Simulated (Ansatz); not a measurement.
Coupled-cluster diagnostics for SiEt2Me2 (C₆H₁₆Si), Ansatz.

Geometry of the singlet (B3LYP-D4/def2-SVP):

Cartesian coordinates in Å:
```
Si 0.317 0.228 -0.167
C 0.329 1.240 1.438
C -0.023 0.456 2.710
H -0.370 2.088 1.310
H 1.331 1.697 1.541
H 0.007 1.091 3.611
H -1.036 0.023 2.653
H 0.676 -0.380 2.879
C -1.413 -0.503 -0.439
C -1.597 -1.264 -1.761
H -2.146 0.322 -0.373
H -1.641 -1.170 0.413
H -2.613 -1.682 -1.862
H -1.427 -0.609 -2.632
H -0.890 -2.106 -1.847
C 1.581 -1.174 -0.046
H 2.591 -0.780 0.159
H 1.633 -1.749 -0.986
H 1.324 -1.878 0.763
C 0.769 1.358 -1.613
H 0.026 2.164 -1.737
H 0.818 0.797 -2.561
H 1.753 1.831 -1.454
```

Correlated methods freeze 11 core orbitals.

(1) Estimate the CCSD(T) correlation energy, the shares of MP2 and (T), T1 and the reference's ⟨S²⟩ for: charge 0, singlet, own geometry in def2-SVP; and the rough time on 4 threads of Intel Xeon on a shared host.

Answers

(1) 
| state | basis | correlation (eV) | MP2 share (%) | (T) share (%) | T1 | ⟨S²⟩ (pure) | wall time |
| --- | --- | --- | --- | --- | --- | --- | --- |
| charge 0, singlet, own geometry | def2-SVP | -30.243 | 88.0 | 2.9 | 0.008 | 0.00 (0.00) | 2.4 min |
Customary marks for T1 are 0.02 (closed shells), 0.045 (open shells) and about 0.05 (3d metals). T1 stays under 0.02 throughout.
